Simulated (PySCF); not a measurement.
**How methods differ on the excitation energy of P²⁺**

P²⁺ [Ne] 3s2 3p1 (2P) → P²⁺ [Ne] 3s1 3p2 (4P), as a difference of total energies. Computed with PySCF 2.14 in def2-TZVPPD (6s5p4d1f, 48 functions), with no relativity, point nucleus. Correlated levels: valence and next inner shell: 1s2 frozen. The calculations carry no spin-orbit coupling.

```
                                method  excitation energy (cm⁻¹)
                                   UHF                     43695
    MP2 (valence and next inner shell)                     53036
SCS-MP2 (valence and next inner shell)                     55705
   CCSD (valence and next inner shell)                     55296
CCSD(T) (valence and next inner shell)                     55693
```

A first-order spin-orbit estimate (lowest level to lowest level, LS coupling) adds 0.005 eV.
